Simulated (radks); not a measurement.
The numbers below are computed, except where a source is named.
All-electron atom: Bi72+ in [Ne] 3s1 (the NIST ground configuration).

Code: a radial shooting solver on a logarithmic mesh with Libxc functionals. Model: Dirac Kohn-Sham, PBE, spin-unpolarised, spherical densities, finite nucleus; Fermi nuclear charge, rms radius 5.5211 fm.

Energy parts (eV):
| part | energy |
|---|---|
| total | -399421.91 |
| kinetic | 487086.67 |
| electron-nucleus | -909818.03 |
| Hartree | 27816.60 |
| exchange-correlation | -4507.15 |

Orbitals (lengths in bohr, moments of r in powers of bohr; r(90%) holds 90 % of the orbital's charge):
orbital,occ.,eigenvalue (eV),r(90%)
1s1/2,2,-97317.18,0.0290
2s1/2,2,-22705.71,0.102
2p1/2,2,-22179.35,0.0886
2p3/2,4,-19782.73,0.0999
3s1/2,1,-9378.119,0.229
3p1/2,0,-9195.299,0.219
3p3/2,0,-8533.556,0.236
3d3/2,0,-8316.548,0.206
3d5/2,0,-8161.952,0.210
4s1/2,0,-5062.767,0.410

The highest occupied level is 3s1/2 at -9378.1 eV. The density falls to 0.001 e/bohr^3 at r = 0.44 bohr. For comparison, the ionisation energy in NIST's Atomic Spectra Database is 9430 eV (theoretical). In exact Kohn-Sham theory the highest level is minus the ionisation energy, but local and semilocal functionals leave it too shallow, through self-interaction and a potential that decays too fast; potentials with the right tail come closer. Summed over all electrons, <r^2> = 0.06440 bohr^2, which gives a Langevin (diamagnetic) susceptibility term of -0.051 x 10^-6 cm^3/mol. The electron density at the nucleus is 2.911e+06 e/bohr^3.

Beside tabulated values, note that spin-unpolarised runs miss the spin-polarisation part of the exchange energy of open shells.
